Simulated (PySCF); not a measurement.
# Energy of Ir²⁺ (iridium, charge +2) between two integer charges

The 5d beta orbital of [Xe] 4f14 5d7 is emptied in steps (occupation f), with all orbitals relaxed, ending at [Xe] 4f14 5d6. Computed with PySCF 2.14 in def2-TZVPPD with the def2 core potential (60 electrons) (6s5p3d2f1g, 59 functions), with a scalar-relativistic core potential. The exact energy is a straight line in f; departures are measured from the line between the end points of the same method.

| f | UHF (eV) | LDA (eV) | PBE (eV) |
| --- | --- | --- | --- |
| 1 | 0.000 | 0.000 | 0.000 |
| 0.8 | 0.202 | -0.943 | -0.921 |
| 0.6 | 0.296 | -1.422 | -1.385 |
| 0.4 | 0.289 | -1.427 | -1.389 |
| 0.2 | 0.188 | -0.955 | -0.928 |
| 0 | 0.000 | 0.000 | 0.000 |

For PBE, how does the orbital energy at f = 1 compare with the removal energy?

−ε = 23.622 eV against a total-energy difference of 29.353 eV. By Janak's theorem ε = ∂E/∂f, so the gap between them reflects the curvature. Along the path −ε is 25.885 (f = 0.8), 28.179 (f = 0.6), 30.496 (f = 0.4), 32.825 (f = 0.2) eV.

```csv
method,E(f=0) − E(f=1) (eV),−ε at f=1 (eV),−ε at f=0.4 (eV)
UHF,27.500,28.801,27.225
LDA,29.565,23.699,30.727
PBE,29.353,23.622,30.496
```

Reference removal energy between the ground levels: 28 ± 1.6 eV (theoretical estimate listed by NIST; NIST Atomic Spectra Database, ionization energies). The calculation has no spin-orbit coupling. The determinant left behind need not be the lowest term of the ion. UHF lacks correlation.
